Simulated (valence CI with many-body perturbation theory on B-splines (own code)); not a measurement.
Results of a calculation; reference values are marked as such.
## Hyperfine factors and g values of Te XXXII

Level of theory: configuration interaction combined with many-body perturbation theory (CI+MBPT): three valence electrons over a frozen Dirac-Fock core [Ar], a basis of 7 s, 7 p, 8 d, 6 f, 4 g, 1 h functions for each j, with the one-electron correlation potential Σ1, the two-electron term Σ2, the three-electron term Σ3, Breit, model QED; selected CI, second order for the rest, scaled by the run's own slope (own B-spline code, finite nucleus).

No measured spectrum was set against this ion. As an estimate, large intervals hold to a few tenths of a per cent, small ones and those within an open d or f shell to about a per cent. Only levels of the ground parity were solved; by the run's estimate the other parity begins above the list, which can be wrong where configurations are misplaced.

A/g_I is the dipole constant over the nuclear g factor μ/I (μ in nuclear magnetons, uniformly magnetised nucleus), B/Q the quadrupole constant per barn. Both hold the static response of the core; the bare values leave it out. Large factors of s and p1/2 electrons are usually good to 5 to 10 %; those of open d and f shells near neutrality can be off by tens of per cent, and small factors of p3/2, d and f electrons come from cancelling terms and can be off by a factor of two or in sign, in half-filled shells by more. B is blank for J = 1/2, where it vanishes, and for nearly pure S terms. Energies count from the lowest level.

Levels are named by their leading jj configuration (3d3/2^4 stands for four electrons in 3d with j = 3/2), which in mixed levels can hold well under half, so a name can repeat and another be missing. Letters in brackets count levels of one name in rising energy.

| Level | E (eV) | g | A/g_I (MHz) | A/g_I bare | B/Q (MHz/b) | B/Q bare |
| --- | --- | --- | --- | --- | --- | --- |
| (3d3/2^3) J=3/2 | 0.000 | 0.561 | 28700 | 28300 | -11800 | -12100 |
| (3d3/2^2 3d5/2) J=5/2 [a] | 8.705 | 1.039 | 16200 | 16300 | -7240 | -7400 |
| (3d3/2^2 3d5/2) J=7/2 | 13.489 | 1.133 | 15600 | 15800 | -1130 | -1160 |
| (3d3/2^2 3d5/2) J=3/2 | 14.110 | 1.302 | 13000 | 13300 | -7410 | -7570 |
| (3d3/2^2 3d5/2) J=9/2 | 15.300 | 1.127 | 17000 | 17100 | 10400 | 10600 |
| (3d3/2^2 3d5/2) J=1/2 | 16.573 | 1.986 | -13300 | -12200 |  |  |
| (3d3/2 3d5/2^2) J=7/2 [a] | 24.244 | 1.004 | 15700 | 15800 | 5120 | 5230 |
| (3d3/2^2 3d5/2) J=5/2 [b] | 25.142 | 1.499 | 5840 | 6380 | 16500 | 16800 |
| (3d3/2 3d5/2^2) J=9/2 | 25.663 | 1.114 | 14300 | 14500 | 10700 | 10900 |
| (3d3/2 3d5/2^2) J=3/2 [a] | 28.992 | 1.162 | 15100 | 15300 | -16600 | -16900 |
| (3d3/2 3d5/2^2) J=1/2 | 30.532 | 1.341 | -3150 | -2700 |  |  |
| (3d3/2 3d5/2^2) J=11/2 | 32.090 | 1.086 | 15600 | 15700 | 35600 | 36300 |
| (3d3/2 3d5/2^2) J=5/2 [a] | 34.402 | 1.191 | 13000 | 13200 | 972 | 984 |
| (3d3/2 3d5/2^2) J=5/2 [b] | 36.927 | 0.982 | 13300 | 13300 | 17800 | 18200 |
| (3d3/2 3d5/2^2) J=7/2 [b] | 38.517 | 1.119 | 15600 | 15800 | 8300 | 8480 |
| (3d5/2^3) J=9/2 | 39.836 | 1.098 | 12300 | 12400 | 8530 | 8710 |
| (3d5/2^3) J=3/2 | 42.481 | 1.187 | 14800 | 15000 | 5460 | 5560 |
| (3d3/2 3d5/2^2) J=3/2 [b] | 54.401 | 0.829 | 22700 | 22600 | 18200 | 18600 |
| (3d5/2^3) J=5/2 | 56.839 | 1.151 | 12000 | 12200 | 9190 | 9380 |

Task: Take the isotope of mass number 123, with I = 1/2, μ = -0.7358 μN. What is the hyperfine structure of (3d3/2^2 3d5/2) J=7/2?

Result: From the table A = -23000 MHz. Shifts from the centre of gravity in MHz: F = 3: 51800, F = 4: -40200.
